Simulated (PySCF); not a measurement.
## Exercise with solution: dipole moment from atomic charges

Sn(H)(F)(OH)2 (FH3O2Sn), SMILES [OH][SnH]([OH])[F]. Atoms are numbered in the order given.

```xyz
7

Sn    -0.1038     0.1400    -0.1850
O     -1.4210    -1.2603     0.2564
O      1.6257    -0.7010    -0.6570
F      0.3383     1.1011     1.4490
H     -0.7719     1.1906    -1.3419
H     -1.0311    -1.9745     0.7815
H      2.3121    -0.4332    -0.0272
```

Geometry optimised at B3LYP-D3(BJ)/def2-SVP. The def2 effective core potentials stand for the cores of Sn; spin–orbit coupling is left out. One conformer was computed; it need not be the lowest.

Charges (e) from PySCF with HF/def2-TZVP:

```json
[
 {"atom": "Sn1", "Mulliken": "1.528", "ESP fit": "1.378"},
 {"atom": "O2", "Mulliken": "-0.805", "ESP fit": "-0.798"},
 {"atom": "O3", "Mulliken": "-0.808", "ESP fit": "-0.822"},
 {"atom": "F4", "Mulliken": "-0.601", "ESP fit": "-0.509"},
 {"atom": "H5", "Mulliken": "-0.018", "ESP fit": "-0.112"},
 {"atom": "H6", "Mulliken": "0.350", "ESP fit": "0.432"},
 {"atom": "H7", "Mulliken": "0.353", "ESP fit": "0.431"}
]
```

The dipole moment of the full density is 1.00 D.

Problem. What dipole moment does each set of point charges give, and which comes closer to that of the density?

Solution. 
μ = Σ q r, and 1 e Å = 4.8032 D.
Mulliken: Σ q r = (-0.062, 0.268, -0.541) e Å, |μ| = 2.91 D.
ESP fit: Σ q r = (0.120, 0.041, -0.181) e Å, |μ| = 1.06 D.
ESP fit comes closer in size. Point charges leave out the atoms' own dipoles (lone pairs, polarised bonds); fits to the potential absorb them, partitions of the density don't.
